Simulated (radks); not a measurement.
Species: B III. Configuration: [He] 2s1 (the NIST ground configuration). All-electron calculation, scalar-relativistic Kohn-Sham, PBE, spin-polarised, spherical densities, point nucleus; open shells are filled with parallel spins first. Program: a radial shooting solver on a logarithmic mesh with Libxc functionals.

Radial electron density D(r) = 4 pi r^2 rho(r):

r (bohr)  D(r) (e/bohr)  spin D(r)
0.01665          0.2130    0.00731
0.01833          0.2538    0.00871
0.02034          0.3062     0.0105
0.02239          0.3634     0.0125
0.02484          0.4365     0.0150
0.02735          0.5157     0.0177
0.03035          0.6160     0.0211
0.0334           0.7239     0.0248
0.03706          0.8591     0.0293
0.0408            1.003     0.0342
0.04527           1.180     0.0402
0.04983           1.367     0.0464
0.05529           1.593     0.0540
0.06086           1.826     0.0616
0.06753           2.104     0.0707
0.07434           2.382     0.0796
0.08249           2.705     0.0898
0.0908            3.019     0.0994
0.1007            3.369      0.110
0.1109            3.694      0.119
0.1231            4.036      0.127
0.1355            4.332      0.134
0.1503            4.614      0.138
0.1654            4.825      0.140
0.1836            4.984      0.138
0.2021            5.052      0.131
0.2242            5.028      0.120
0.2468            4.909      0.105
0.2739            4.672     0.0855
0.3015            4.360     0.0645
0.3345            3.933     0.0409
0.3682            3.477     0.0209
0.4086            2.946    0.00484
0.4497            2.449   -0.00132
0.499             1.938    0.00556
0.5493            1.520     0.0277
0.6095            1.146     0.0715
0.6709           0.8871      0.131
0.7444           0.7022      0.214
0.8195           0.6126      0.305
0.9093           0.5874      0.414
1.001            0.6089      0.513
1.111            0.6524      0.606
1.222            0.6875      0.666
1.356            0.6996      0.691
1.493            0.6760      0.673
1.657            0.6113      0.610
1.824            0.5230      0.523
2.024            0.4107      0.411
2.228            0.3062      0.306
2.472            0.2055      0.205
2.721            0.1313      0.131
3.019           0.07350     0.0735
3.323           0.03905     0.0391
3.687           0.01750     0.0175
4.059          0.007406    0.00741
4.504          0.002531    0.00253
4.957         0.0008147   0.000815
5.501         0.0002017   0.000202

D(r) has 2 maxima, at r = 0.209, 1.33 bohr, and minima at 0.902 bohr, inside which lie 2.08 electrons.
